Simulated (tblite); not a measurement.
indium atom (In), doublet (GFN-xTB shapes and energies of metal compounds can be far from the true ones); GFN1-xTB (tblite 0.6.0).

Here is a job for tblite.
```
$ tblite run mol.xyz --method gfn1 --charge 0 --spin 1 --guess eeq --json tblite.json --no-restart

# file mol.xyz
1

In     0.00000000     0.00000000     0.00000000
```

The log (banner, timings and long lists left out):

```
xTB calculator
 | screened Coulomb repulsion
 | Coulomb electrostatics
 |  * isotropic Klopman-Ohno-Mataga-Nishimoto electrostatics
 |  * onsite third-order electrostatics
 | DFT-D3(BJ) dispersion correction

halogen bonding energy    0.0000000000000E+00 Eh
repulsion energy          0.0000000000000E+00 Eh
dispersion energy         0.0000000000000E+00 Eh
number of electrons       3.0000000000000E+00 e
integral cutoff           4.0000000000000E+01 bohr

------------------------------------------------------------
  cycle        total energy    energy error   density error
------------------------------------------------------------
      1     -1.378036255011  -1.3780363E+00   8.1447314E-01
      2     -1.378036376642  -1.2163047E-07   4.8834527E-01
      3     -1.378036456804  -8.0162532E-08   7.8919426E-05
      4     -1.378036456804  -1.3322676E-15   1.1879764E-08
------------------------------------------------------------

electronic energy        -1.3780364568042E+00 Eh
total energy             -1.3780364568042E+00 Eh

Post processing:
 | Mayer-Wiberg bond orders

[Info] JSON dump of results written to 'tblite.json'
```
